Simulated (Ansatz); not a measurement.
Counterpoise correction, worked out

The pair of Ag⁺ (SMILES [Ag+], atom 1) and CH$_{3}$F (SMILES CF, atoms 2–6), both closed shells, in one local arrangement (a lower one may exist), relaxed at PBE0-D4/def2-TZVP:

Ag1  (0.503, -0.679, -2.760)
C2  (-0.120, 0.194, 0.627)
F3  (0.168, -0.622, -0.513)
H4  (-1.075, 0.680, 0.444)
H5  (0.693, 0.910, 0.726)
H6  (-0.168, -0.483, 1.476)
(Å)

Program: Ansatz 0.2.0. Basis: def2-TZVPPD. Cores are frozen in the correlated methods. Filled d shells of the heavier atoms are correlated. Core potentials replace the inner electrons of the atoms past krypton.

CCSD(T) total energies in eV:

| system | geometry | basis functions | energy |
| --- | --- | --- | --- |
| pair | pair | all | -7784.90186 |
| Ag⁺ | as in the pair | all (partner as ghosts) | -3986.19027 |
| CH$_{3}$F | as in the pair | all (partner as ghosts) | -3797.82070 |
| Ag⁺ | as in the pair | its own | -3986.13302 |
| CH$_{3}$F | as in the pair | its own | -3797.81113 |
| Ag⁺ | free (PBE0-D4 minimum) | its own | -3986.13302 |
| CH$_{3}$F | free (PBE0-D4 minimum) | its own | -3797.83987 |

Q: Work out the interaction energy with and without the counterpoise correction, the superposition error, and the binding energy from the relaxed fragments.

A: Without correction: -7784.90186 − (-3986.13302) − (-3797.81113) = -0.95771 eV.
With correction (each fragment in the whole basis): -7784.90186 − (-3986.19027) − (-3797.82070) = -0.89089 eV = -20.54 kcal/mol.
The superposition error is the difference, 0.06682 eV, 7 % of the uncorrected value: each fragment borrows its partner's functions.
Deformation from the free shapes: 0.00000 eV for Ag⁺ and 0.02874 eV for CH$_{3}$F.
Binding energy from relaxed fragments: -0.89089 + 0.00000 + 0.02874 = -0.86215 eV = -19.88 kcal/mol (electronic, without zero-point energy; negative means bound). For comparison, the corrected interaction energy by CCSD(T) at an estimated basis limit (MP2 extrapolated from triple and quadruple zeta, plus CCSD(T) − MP2 in triple zeta) is -0.978 eV; triple zeta with the correction binds less.

No T1 diagnostic of these runs exceeds 0.011.

For scale, one of the runs: CCSD(T)/def2-TZVPPD, 184 basis functions, launched by `ansatz run in.yaml --threads 4 --pin off --events-out ev --progress --plain --max-ram 9574MiB`. The run took 67 s on 4 CPU threads of an Arm Neoverse V2 (shared host), with 2.3 GiB of host memory at its peak.
